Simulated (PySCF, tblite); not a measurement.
Species: CH13NOSi4.
SMILES: `[SiH2]([Si@H](NC)[SiH3])[SiH2]O`

Jobs on this species (20 atoms, 90 electrons) with PySCF (density fitting) and tblite. Hardware of each: one thread, Intel Xeon at 2.70 GHz (x86_64), no GPU (shared host). Other jobs ran on the host; a repeat could differ by tens of per cent or more.

Task: Rank these jobs by wall time, shortest first.
A. mPW1PW91/pcSseg-1; shieldings; 212 basis functions
B. CAM-B3LYP/def2-SVPD; 10 singlets by full TDDFT, 4 Tamm–Dancoff triplets, polarisability, ΔSCF ions, density and orbital grids written; 263 basis functions
C. GFN2-xTB; Hessian by finite differences
D. PBE0-D3(BJ)/def2-SVP, grid level 1; geometry optimisation from a GFN2-xTB start shaken at random; 179 basis functions

Result: C (1.4 s), A (69 s), B (4.7 min), D (11 min).

All jobs:

```csv
level and settings,work,basis functions,SCF cycles,wall time
GFN2-xTB,Hessian by finite differences,–,–,1.4 s
GFN2-xTB,L-BFGS relaxation,–,–,1.6 s
mPW1PW91/pcSseg-1,shieldings,212,13,69 s
PBE0/pcSseg-1,"shieldings, charges and field gradients, density and orbital grids written",212,13,98 s
CAM-B3LYP/def2-SVPD,"10 singlets by full TDDFT, 4 Tamm–Dancoff triplets, polarisability, ΔSCF ions, density and orbital grids written",263,13,4.7 min
"PBE0-D3(BJ)/def2-SVP, grid level 1",geometry optimisation from a GFN2-xTB start shaken at random,179,193,11 min
```

Task: What do all jobs in the table cost together?

Result: About 19 min; the longest takes about 59 % of that, and about 470 times as long as the shortest.
